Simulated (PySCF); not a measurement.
Does the answer move with the share of exact exchange?

Compound: CH5B2Cl.
SMILES with atom numbers: `[BH2:1][CH2:2][BH:3][Cl:4]` (hydrogens: H5, H6 on B1; H7, H8 on C2; H9 on B3)

Torsions of this conformer, `[BH2:1][CH2:2][BH:3][Cl:4]`: B1–C2–B3–Cl4 -110°.

PySCF, def2-SVPD basis, density fitting, gas phase, PBE0-D3(BJ)/def2-SVP geometry; singlet excitations by full TDDFT with frozen cores, triplets by Tamm–Dancoff TDDFT and ionisation energies by ΔSCF, from the lowest of the holes tried. One functional is left out:

```csv
functional,exact exchange (%),HOMO energy (eV),LUMO energy (eV),lowest singlet excitation (eV),lowest triplet excitation (eV),dipole moment (D),mean polarisability (au),vertical ionisation energy (eV)
LDA,0,-7.34,-3.30,4.19,3.92,1.260,59.7,10.38
PBE,0,-7.25,-3.04,4.35,4.03,1.251,58.7,10.30
PBE0,25,-8.58,-2.06,5.07,4.61,1.339,55.7,10.76
BHandHLYP,50,-9.82,-0.99,5.61,5.12,1.397,53.6,11.02
```

**Question.** Predict the row of B3LYP (20 % exact exchange) by straight lines through the other rows, and check it.

**Answer.** 
```tsv
property	line	computed	computed − line	PBE0 (25 %), for comparison
HOMO energy (eV)	-8.31	-8.35	-0.04	-8.58
LUMO energy (eV)	-2.29	-2.26	+0.03	-2.06
lowest singlet excitation (eV)	4.84	4.96	+0.12	5.07
lowest triplet excitation (eV)	4.45	4.59	+0.14	4.61
dipole moment (D)	1.315	1.303	-0.012	1.339
mean polarisability (au)	56.8	56.3	-0.5	55.7
vertical ionisation energy (eV)	10.63	10.73	+0.10	10.76
```

**Question.** Which of these properties follows the share of exact exchange most closely, and which least?

**Answer.** Most closely the HOMO energy, least the mean polarisability; the correlations over the tabulated rows are HOMO energy -0.999, lowest triplet excitation 0.995, LUMO energy 0.995, dipole moment 0.994, lowest singlet excitation 0.990, vertical ionisation energy 0.988, mean polarisability -0.982. The HOMO energy moves by -0.506 eV for every 10 %. Functionals with the same share still differ in their other parts: at 0 % LDA and PBE differ by 0.09 eV in it.
